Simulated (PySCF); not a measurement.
Cartesian coordinates (Å):
```xyz
11

Zr     0.0219    -0.2113    -0.3081
Cl    -1.3850     1.2219     1.0278
N     -0.0352     0.2703    -2.2916
H     -0.9021     0.4833    -2.7997
H      0.7504     0.4577    -2.9216
N     -0.5348    -2.1697    -0.1627
H     -0.7284    -2.8341    -0.9179
H     -0.7827    -2.6225     0.7254
N      1.9788    -0.1073     0.2639
H      2.4615     0.7763     0.4675
H      2.6140    -0.8738     0.5048
```
Charge 0, multiplicity 1.

**Question.** Give the HOMO–LUMO gap, charge on the central atom (Mulliken), LUMO, dipole moment and HOMO at the level TPSSh-D3(BJ)/def2-TZVP // TPSS-D3(BJ)/def2-SVP (PySCF).

**Answer.** 
| Quantity | Value |
|---|---|
| HOMO–LUMO gap | 5.60 eV |
| charge on the central atom (Mulliken) | 1.62 e |
| LUMO | -0.98 eV |
| dipole moment | 2.94 D |
| HOMO | -6.57 eV |
